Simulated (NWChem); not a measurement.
# GeSiH5, doublet; SMILES [SiH2][GeH3]

Results from NWChem. Pople sets run with spherical d functions. Spin-unrestricted. Coordinates come from a PBE0/def2-SVP, spin-unrestricted optimisation. No stability test was run on the SCF state. Level r2SCAN/6-31G*: energy and gradient on several grids; changes count from the extra-fine grid, which is no exact limit either.

Q: Which is the coarsest grid (xcoarse; xfine; fine; medium; coarse) from which on the energy stays within 100 μHa and each gradient component within 200 μHa/bohr of xfine?

A: medium.
```
grid     size of the energy change (μHa)  largest change of a gradient component (μHa/bohr)  time, medium = 1 (rough)
-------  -------------------------------  -------------------------------------------------  ------------------------
xcoarse                             1000                                              10000                   about 1
coarse                               400                                                600                   about 1
medium                                60                                                 60                   about 1
fine                                < 10                                                 40                   about 1
xfine                               < 10                                               < 30                         2
```
